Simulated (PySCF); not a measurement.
Working out the excitation energy of O²⁺

O²⁺ [He] 2s2 2p2 (3P) → O²⁺ [He] 2s1 2p2 3s1 (5P). Computed with PySCF 2.14 in aug-cc-pVTZ-DK (5s4p3d2f, 46 functions), with scalar relativity by spin-free X2C-1e. Frozen: 1s2. Energies in hartree (1 hartree = 27.21139 eV):

```tsv
part	O²⁺ (lower)	O²⁺ (upper)
UHF	-73.153309	-71.681808
MP2 opposite-spin	-0.062201	0.000000
MP2 same-spin	-0.013094	-0.017824
```

**Question.** What does Hartree-Fock give?

**Answer.** (-71.681808) − (-73.153309) = 1.471501 hartree = 40.042 eV.

**Question.** What do MP2 and SCS-MP2 (6/5 opposite-spin, 1/3 same-spin) give?

**Answer.** The opposite-spin parts differ by 1.693 eV and the same-spin parts by -0.129 eV. MP2: 40.042 + (1.693) + (-0.129) = 41.606 eV. SCS-MP2: 40.042 + 1.2 × (1.693) + (-0.129)/3 = 42.031 eV.
